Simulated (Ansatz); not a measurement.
Ansatz (an electronic-structure program) input:
A basis named .json is the Basis Set Exchange file of that set.

Ansatz 0.2 input:
```yaml
crystal:
  periodic: [false, false, false]
  atoms:
    - {symbol: Si, position_ang: [-0.08497619, -0.52288476, 0.02360404]}
    - {symbol: O, position_ang: [-0.03550231, 1.04350028, -0.04212334]}
    - {symbol: H, position_ang: [1.47368503, -1.02761551, 0.00653007]}
basis:
  gaussian:
    orbitals: aug-cc-pV_D+d_Z.json
total_charge: -1
magnetization: {spin_polarized: false}
correlation: {method: ccsd_t, electrons: outside_noble_gas}
```

Question: Predict the final energy.

Answer: -364.72229 Eh (CCSD(T)/aug-cc-pV(D+d)Z). The basis has 64 functions.

It need not be the lowest isomer of its formula. Whether it binds its extra electron was not tested at this geometry.
